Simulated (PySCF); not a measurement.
Open-shell species derived from `N#CC1=C(F)C=NC1`. All by UKS B3LYP (pcH-1 on C F H N) in PySCF, non-relativistic with spin–orbit coupling as a perturbation, on GFN2-xTB geometries; isolated species, one conformer each; SCF stability not tested. Couplings are magnitudes for isotopes of over 50 % abundance, averaged over nuclei equivalent by connectivity (but not across a short bond from an atom whose three angles sum to over 350°); populations are Mulliken's. Couplings are sensitive to structure, and on GFN2-xTB geometries they can be far from those on DFT ones.

```
           species                change   ⟨S²⟩      g1      g2      g3          largest spin population on                                              largest couplings
N#CC1=C(F)C=N[CH]1  H removed from sp3 C  0.766  2.0022  2.0026  2.0037  carbon bonded to C, N and H (0.53)    1 × 19F 60 MHz, 1 × 1H 38 MHz, 1 × 1H 32 MHz, 1 × 14N 3 MHz
  N#CC1=C(F)C[N]C1      H added to sp2 C  0.754  2.0021  2.0040  2.0067       nitrogen bonded to 2 C (0.89)  2 × 1H 151 MHz, 2 × 1H 148 MHz, 1 × 14N 34 MHz, 1 × 19F 3 MHz
```

Q: Predict the same entries for `N#CC1=C(F)[CH]NC1` [radical] (H added to N).

A: ⟨S²⟩: 0.766; g1: 2.0021; g2: 2.0032; g3: 2.0036; largest spin population on: carbon bonded to 3 C (0.41); largest couplings: 2 × 1H 119 MHz, 1 × 1H 29 MHz, 1 × 14N 12 MHz, 1 × 19F 12 MHz, and 2 smaller. The largest Mulliken spin populations are on C3 (+0.41), C6 (+0.39), N1 (+0.19) and N7 (+0.19). Four atoms exceed +0.15. The positive populations add up to 1.28 and the negative ones to -0.28, together 2S = 1. (Numbering: [N:1]#[C:2][C:3]1=[C:4]([F:5])[CH:6][NH:7][CH2:8]1 (hydrogens: H9 on C6; H10 on N7; H11, H12 on C8).)

Q: How many first-order lines does each doublet give under fast tumbling, over what width, and where is its centre at 9.5 GHz?

A: 
```json
{"species": "N#CC1=C(F)[CH]NC1", "lines": "216", "width (mT)": "11.5", "centre (mT)": "338.87"}
{"species": "N#CC1=C(F)C=N[CH]1", "lines": "24", "width (mT)": "4.8", "centre (mT)": "338.89"}
{"species": "N#CC1=C(F)C[N]C1", "lines": "54", "width (mT)": "23.9", "centre (mT)": "338.66"}
```

Splittings under 0.05 mT aren't counted.

The drawing needn't show where the spin sits: the atom drawn as the radical centre holds a spin population of 0.39 in N#CC1=C(F)[CH]NC1 and 0.53 in N#CC1=C(F)C=N[CH]1.
